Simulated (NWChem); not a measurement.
The numbers come from NWChem runs, not from measurements. System: HfO$_{2}$, charge 0, spin multiplicity 1, at a geometry optimised with PBE/def2-SVP with def2 effective core potentials on Hf. The structure started from a generated list of species. Level: M06-2X/def2-TZVP with def2 effective core potentials on Hf.

The NWChem input:

```
start mol
memory heap 200 mb stack 900 mb global 1100 mb
geometry units angstroms nocenter noautoz
  Hf     0.000000     0.000000    -0.197780
  O     -1.432165     0.000000     0.890009
  O      1.432165     0.000000     0.890009
  symmetry group C2v
end
basis spherical
  * library def2-tzvp
end
ecp
  Hf library def2-ecp
end
dft
  xc m06-2x
  semidirect memsize 60000000 filesize 0
  iterations 100
  grid fine
end
task dft energy
```

Part of the output:

```
             Northwest Computational Chemistry Package (NWChem) 7.3.0
             --------------------------------------------------------

                                NWChem Input Module
                                -------------------

 Scaling coordinates for geometry "geometry" by  1.889725989
 (inverse scale =  0.529177249)

 Turning off AUTOSYM since
 SYMMETRY directive was detected!

                             Geometry "geometry" -> ""
                             -------------------------

 Output coordinates in angstroms (scale by  1.889725989 to convert to a.u.)

  No.       Tag          Charge          X              Y              Z
 ---- ---------------- ---------- -------------- -------------- --------------
    1 Hf                  72.0000     0.00000000     0.00000000    -0.19778000
    2 O                    8.0000    -1.43216500     0.00000000     0.89000900
    3 O                    8.0000     1.43216500     0.00000000     0.89000900

 Effective nuclear repulsion energy (a.u.)     350.7912972286

            Nuclear Dipole moment (a.u.)
            ----------------------------
        X                 Y               Z
 ---------------- ---------------- ----------------
     0.0000000000     0.0000000000    -0.0000302356

      Symmetry information
      --------------------

 Group name             C2v
 Group number             16
 Group order               4
 No. of unique centers     2

      Symmetry unique atoms

     1    2


 Summary of "ao basis" -> "" (spherical)
 ------------------------------------------------------------------------------
       Tag                 Description            Shells   Functions and Types
 ---------------- ------------------------------  ------  ---------------------
 *                         def2-tzvp                  on all atoms

                                 NWChem DFT Module
                                 -----------------

 Summary of "ao basis" -> "ao basis" (spherical)
 ------------------------------------------------------------------------------
       Tag                 Description            Shells   Functions and Types
[...]
              MO Center= -3.0D-14,  1.5D-15,  8.3D-01, r^2= 2.8D+00
   Bfn.  Coefficient  Atom+Function         Bfn.  Coefficient  Atom+Function
  ----- ------------  ---------------      ----- ------------  ---------------
    48      0.310206  2 O  pz                79     -0.310206  3 O  pz
    51      0.264743  2 O  pz                82     -0.264743  3 O  pz
    54      0.219799  2 O  pz                85     -0.219799  3 O  pz
    10     -0.132042  1 Hf px                46      0.099594  2 O  px
    77      0.099594  3 O  px                49      0.081938  2 O  px

 Vector   15  Occ=0.000000D+00  E=-1.136784D-01  Symmetry=a1
              MO Center=  8.5D-15, -5.7D-14, -1.0D+00, r^2= 4.1D+00
   Bfn.  Coefficient  Atom+Function         Bfn.  Coefficient  Atom+Function
  ----- ------------  ---------------      ----- ------------  ---------------
     6      0.621995  1 Hf s                 18     -0.431262  1 Hf pz
     5      0.255276  1 Hf s                  3     -0.234476  1 Hf s
     4     -0.214281  1 Hf s                 28     -0.181042  1 Hf d  2
    23     -0.179310  1 Hf d  2              12      0.162845  1 Hf pz
    33     -0.143695  1 Hf d  2               2      0.136659  1 Hf s

 Vector   16  Occ=0.000000D+00  E=-4.271911D-02  Symmetry=b2
              MO Center=  1.6D-14,  5.9D-14, -9.0D-01, r^2= 3.8D+00
   Bfn.  Coefficient  Atom+Function         Bfn.  Coefficient  Atom+Function
  ----- ------------  ---------------      ----- ------------  ---------------
    17      0.682158  1 Hf py                30     -0.354458  1 Hf d -1
    20     -0.306323  1 Hf d -1              25     -0.255227  1 Hf d -1
    11     -0.170950  1 Hf py                 8     -0.083899  1 Hf py
    47      0.045282  2 O  py                53      0.045503  2 O  py
    78      0.045282  3 O  py                84      0.045503  3 O  py

 Vector   17  Occ=0.000000D+00  E=-3.482623D-02  Symmetry=a1
              MO Center=  1.1D-14,  1.3D-15, -7.1D-01, r^2= 3.6D+00
   Bfn.  Coefficient  Atom+Function         Bfn.  Coefficient  Atom+Function
  ----- ------------  ---------------      ----- ------------  ---------------
    18      0.520854  1 Hf pz                 5      0.455762  1 Hf s
    31     -0.336275  1 Hf d  0              21     -0.268717  1 Hf d  0
    26     -0.240185  1 Hf d  0               6     -0.227669  1 Hf s
    33     -0.205455  1 Hf d  2              23     -0.204129  1 Hf d  2
    12     -0.171158  1 Hf pz                28     -0.152248  1 Hf d  2

 center of mass
 --------------
 x =   0.00000000 y =   0.00000000 z =  -0.06347322

 moments of inertia (a.u.)
 ------------------
         114.772255825035           0.000000000000           0.000000000000
           0.000000000000         349.084821752930           0.000000000000
           0.000000000000           0.000000000000         234.312565927896

     Multipole analysis of the density
     ---------------------------------

     L   x y z        total         alpha         beta         nuclear
     -   - - -        -----         -----         ----         -------
     0   0 0 0     -0.000000    -14.000000    -14.000000     28.000000

     1   1 0 0     -0.000000     -0.000000     -0.000000      0.000000
     1   0 1 0      0.000000      0.000000      0.000000      0.000000
     1   0 0 1     -3.430639    -12.927805    -12.927805     22.424970

     2   2 0 0    -33.182423    -75.187994    -75.187994    117.193565
     2   1 1 0      0.000000      0.000000      0.000000      0.000000
     2   1 0 1     -0.000000     -0.000000     -0.000000      0.000000
     2   0 2 0    -19.464839     -9.732419     -9.732419      0.000000
     2   0 1 1     -0.000000     -0.000000     -0.000000      0.000000
     2   0 0 2    -24.264858    -35.600142    -35.600142     46.935425

 Task  times  cpu:        2.9s     wall:        2.9s

 Total times  cpu:        2.9s     wall:        2.9s
```
